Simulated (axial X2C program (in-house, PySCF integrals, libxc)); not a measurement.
# Potential curves of GaSn, 2c

Computed with an in-house relativistic program for diatomic molecules. Two-component (2c) means X2C with spin–orbit coupling and atomic mean-field two-electron Coulomb and Gaunt terms. Basis: Sn dyall-cv3z [11s12p9d4f1g], Ga dyall-cv3z [9s9p7d4f1g] (cores contracted in-house); Gaussian nuclei, density fitting, unrestricted open shells. Masses: Sn 119.902 u, Ga 68.926 u.

State: Ω = 3/2 (⟨Sz⟩ = 1.48, ⟨Lz⟩ = 0.02 at HF). Energies in cm⁻¹ from the lowest point of each curve. Fits are polynomials in 1 − R0/R over 0.85 to 1.23 times the lowest point R0.

```tsv
R (Å)	MP2
2.3229	4495
2.4297	1941
2.5098	827
2.5899	220
2.6700	0
2.7634	110
2.8569	511
2.9770	1326
3.1239	2617
```

Correlated methods: 7 electrons correlated (number of frozen shells: Sn 4 s, 3 p, 2 d; Ga 3 s, 2 p, 1 d), 321 virtual spin orbitals or spinors in MP2.

One determinant describes the state; a PBE0 search over occupations chose it and may have missed a lower one. PBE0 can misorder states that lie within some tenths of an eV, so this need not be the ground state of the molecule. The nearest other 2c determinant of the search, Ω = 1/2, lies 0.36 eV up at the distance of the search. With several unpaired electrons one determinant need not be a pure state. This is the top spin component of a Σ state; components of lower Ω are not single determinants and can lie lower. With the outer-core shells frozen, correlated bond lengths of heavy atoms tend to come out a few hundredths of an ångström too long. MP2 and coupled cluster on one determinant become unreliable at the stretched end.

Task: Fit the MP2 curve near its minimum: give the equilibrium distance and the harmonic wavenumber.

Result: At MP2, 2c: Re = 2.687 Å, ωe ≈ 182 cm⁻¹; Be follows as 0.0534 cm⁻¹.
